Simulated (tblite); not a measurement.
Species: C8H13FSi.
Atom-mapped SMILES: `[CH3:1][C@@H:2]([F:3])[C:4]1=[CH:5][SiH2:6][CH2:7][CH:8]=[CH:9][CH2:10]1` (hydrogens: H11, H12, H13 on C1; H14 on C2; H15 on C5; H16, H17 on Si6; H18, H19 on C7; H20 on C8; H21 on C9; H22, H23 on C10)

Computed with GFN2-xTB (tblite), gas phase: L-BFGS steps from a force-field or distance-geometry start until the largest atomic force falls under 0.01 eV/Å.

Step 1: E = -820.9247 eV
```
atom  x, y, z in Å  |  force x, y, z in eV/Å
C1     -2.8973   -0.3402    0.5960   -0.092  -0.081   0.142
C2     -2.2024    0.3147   -0.6002    0.064  -0.122   0.247
F3     -2.6745    1.6084   -0.6830   -0.069   0.117  -0.122
C4     -0.6905    0.3170   -0.4820   -0.288  -0.663  -0.099
C5     -0.0272    1.4234   -0.1942    0.307   0.522   0.133
Si6     1.8116    1.6697    0.0151    0.054   0.055   0.147
C7      2.7159   -0.0010    0.0379    0.019  -0.372   0.105
C8      1.9808   -1.1066    0.7497    0.851   0.385   0.302
C9      0.7884   -1.5552    0.4254   -0.891  -0.176  -0.223
C10    -0.0517   -1.0470   -0.7327    0.112   0.090   0.131
H11    -3.9786   -0.2700    0.4734    0.063  -0.014  -0.075
H12    -2.6276   -1.3914    0.6883    0.055   0.137  -0.049
H13    -2.6427    0.1776    1.5236    0.120  -0.045  -0.190
H14    -2.5055   -0.1780   -1.5359   -0.017   0.022   0.004
H15    -0.5559    2.3641   -0.0459   -0.262  -0.347  -0.076
H16     2.3366    2.5106   -1.0718    0.018  -0.042  -0.017
H17     2.0442    2.3761    1.2935   -0.026  -0.095  -0.093
H18     2.9213   -0.3127   -0.9902   -0.044   0.004   0.041
H19     3.6790    0.1612    0.5190    0.087  -0.146  -0.050
H20     2.5072   -1.5554    1.6006   -0.247   0.212  -0.307
H21     0.3242   -2.3514    1.0136    0.194   0.253  -0.194
H22     0.5573   -0.9912   -1.6428    0.133   0.173   0.159
H23    -0.8173   -1.7957   -0.9473   -0.143   0.132   0.083
```

Step 2: E = -820.9472 eV
```
atom  x, y, z in Å  |  force x, y, z in eV/Å
C1     -2.9009   -0.3415    0.5998    0.094  -0.037  -0.049
C2     -2.1990    0.3109   -0.5950   -0.203   0.036   0.035
F3     -2.6765    1.6127   -0.6852    0.039  -0.125  -0.070
C4     -0.6929    0.3105   -0.4827    0.073  -0.001   0.094
C5     -0.0274    1.4281   -0.1932    0.185  -0.159  -0.013
Si6     1.8141    1.6724    0.0182   -0.007  -0.120   0.036
C7      2.7180   -0.0087    0.0404    0.004  -0.021  -0.002
C8      1.9878   -1.1022    0.7522   -0.208  -0.002  -0.048
C9      0.7810   -1.5554    0.4238    0.127   0.236   0.002
C10    -0.0494   -1.0449   -0.7312   -0.090  -0.076   0.028
H11    -3.9761   -0.2703    0.4723   -0.094  -0.005  -0.074
H12    -2.6267   -1.3888    0.6873    0.054   0.035  -0.019
H13    -2.6408    0.1764    1.5194    0.123   0.020  -0.028
H14    -2.5062   -0.1781   -1.5369    0.015   0.056   0.125
H15    -0.5596    2.3579   -0.0472   -0.353  -0.143  -0.038
H16     2.3369    2.5097   -1.0719    0.032  -0.041  -0.018
H17     2.0436    2.3743    1.2914    0.000  -0.042   0.004
H18     2.9205   -0.3125   -0.9894   -0.045  -0.021   0.011
H19     3.6795    0.1591    0.5176    0.163  -0.146  -0.018
H20     2.5035   -1.5520    1.5959   -0.104   0.095  -0.071
H21     0.3270   -2.3477    1.0106    0.084   0.105  -0.080
H22     0.5592   -0.9884   -1.6398    0.154   0.166   0.120
H23    -0.8204   -1.7943   -0.9462   -0.044   0.189   0.073
```

Step 3: E = -820.9564 eV
```
atom  x, y, z in Å  |  force x, y, z in eV/Å
C1     -2.9005   -0.3424    0.6001    0.023   0.017  -0.056
C2     -2.2011    0.3104   -0.5932   -0.089   0.052  -0.011
F3     -2.6765    1.6120   -0.6868    0.029  -0.112  -0.051
C4     -0.6924    0.3089   -0.4815    0.061   0.080   0.104
C5     -0.0249    1.4270   -0.1932    0.031  -0.172  -0.022
Si6     1.8147    1.6714    0.0195    0.031  -0.115  -0.004
C7      2.7186   -0.0111    0.0411    0.039   0.063  -0.007
C8      1.9865   -1.1010    0.7522   -0.156   0.036  -0.074
C9      0.7810   -1.5520    0.4234    0.057   0.161   0.005
C10    -0.0500   -1.0455   -0.7304   -0.044  -0.007  -0.006
H11    -3.9768   -0.2705    0.4709   -0.056  -0.013  -0.051
H12    -2.6256   -1.3877    0.6867    0.062  -0.022  -0.012
H13    -2.6385    0.1764    1.5179    0.111   0.025  -0.001
H14    -2.5062   -0.1773   -1.5353    0.007   0.035   0.105
H15    -0.5657    2.3542   -0.0481   -0.283  -0.174  -0.039
H16     2.3374    2.5089   -1.0722    0.026  -0.054  -0.002
H17     2.0435    2.3731    1.2909    0.006  -0.030   0.030
H18     2.9197   -0.3128   -0.9891   -0.043  -0.031  -0.005
H19     3.6820    0.1564    0.5170    0.130  -0.152  -0.027
H20     2.5010   -1.5497    1.5936   -0.069   0.053   0.003
H21     0.3289   -2.3453    1.0087    0.062   0.080  -0.052
H22     0.5620   -0.9853   -1.6373    0.125   0.146   0.121
H23    -0.8219   -1.7912   -0.9449   -0.060   0.133   0.052
```

**Question.** Estimate the geometry and energy of step 4. (The exact step hangs on the optimiser's Hessian estimate; all steps are aligned on step 3, rigid shifts and turns removed.)

**Answer.** E = -820.9752 eV, largest force 0.263 eV/Å
```
atom  x, y, z in Å  |  force x, y, z in eV/Å
C1     -2.9014   -0.3434    0.6002   -0.032   0.064  -0.031
C2     -2.2057    0.3098   -0.5880    0.183   0.057  -0.103
F3     -2.6763    1.6085   -0.6928   -0.014  -0.010   0.001
C4     -0.6905    0.3063   -0.4754   -0.125  -0.017   0.017
C5     -0.0202    1.4204   -0.1936   -0.144   0.090   0.043
Si6     1.8187    1.6661    0.0230    0.019  -0.039  -0.093
C7      2.7226   -0.0159    0.0433    0.120   0.222  -0.074
C8      1.9825   -1.0947    0.7503   -0.077   0.056  -0.083
C9      0.7783   -1.5403    0.4221    0.030   0.032   0.015
C10    -0.0514   -1.0452   -0.7287   -0.003   0.160  -0.057
H11    -3.9788   -0.2716    0.4660    0.003  -0.025   0.018
H12    -2.6206   -1.3856    0.6848    0.044  -0.079  -0.004
H13    -2.6288    0.1769    1.5133    0.042   0.025   0.051
H14    -2.5063   -0.1746   -1.5289   -0.006  -0.047   0.007
H15    -0.5898    2.3369   -0.0521   -0.060  -0.206  -0.026
H16     2.3395    2.5047   -1.0728    0.012  -0.082   0.033
H17     2.0433    2.3691    1.2904    0.017  -0.007   0.083
H18     2.9159   -0.3145   -0.9884   -0.030  -0.045  -0.040
H19     3.6919    0.1441    0.5139    0.063  -0.149  -0.040
H20     2.4921   -1.5421    1.5878    0.011  -0.042   0.170
H21     0.3363   -2.3358    1.0018   -0.042  -0.045   0.072
H22     0.5729   -0.9723   -1.6262    0.046   0.083   0.065
H23    -0.8289   -1.7798   -0.9399   -0.056   0.003  -0.024
```

The energy changes by -0.0188 eV. The first-order estimate −F·Δx gives -0.0319 eV and the mean of the old and new forces, exact on a quadratic surface, -0.0188 eV. The step makes an angle of 30° with the force vector and moves no atom by more than 0.030 Å.

The cost below is that of the whole relaxation. Hardware: AMD EPYC, one thread, shared host with 64 logical CPUs at a one-minute load of 28. Cost: 2.1 s wall.
